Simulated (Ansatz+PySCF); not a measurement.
A calculation with PySCF 2.14.0.

```python
from pyscf import gto, scf, cc

mol = gto.M(atom="""
H 1.306560 0.000000 0.000000
H 0.923880 0.923880 0.000000
H 0.000000 1.306560 0.000000
H -0.923880 0.923880 0.000000
H -1.306560 0.000000 0.000000
H -0.923880 -0.923880 0.000000
H 0.000000 -1.306560 0.000000
H 0.923880 -0.923880 0.000000
""", basis='6-31g*', charge=0, spin=0)
mf = scf.UHF(mol)
mf.kernel()
mycc = cc.CCSD(mf, frozen=None).run()
et = mycc.ccsd_t()
print(mf.e_tot, mycc.e_corr, et, mycc.e_tot + et)
```

The script is written out from the run's settings.

Results

```
Converged               : yes
Reference energy        : -4.14155 hartree
CCSD correlation energy : -0.11100 hartree
Triples correction      : -0.00614 hartree
Total energy            : -4.25868 hartree
```

This is not the lowest solution: another run reaches a determinant 2.14 eV lower. Caution: bonds are stretched, where a single reference can fail; another reference gives a lower total.
